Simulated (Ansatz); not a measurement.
Harmonic frequencies (cm⁻¹) at PBE0-D4/def2-TZVP from Ansatz: 117, 183, 201, 323, 495, 595, 668, 686, 803, 849, 967, 1071, 1139, 1241, 1326, 1421, 1519, 1643, 1928, 1937, 2980, 3021, 3544, 3640.

Each molecule was computed in one conformer, which needn't be the lowest.

(1) Which molecule is it?
A. `F[SiH2]P[SiH3]`
B. `NC[O][SbH2]`
C. `[CH3][Sb]([NH2])[OH]`
D. `B[SiH2]CF`

Results:

(1) B.
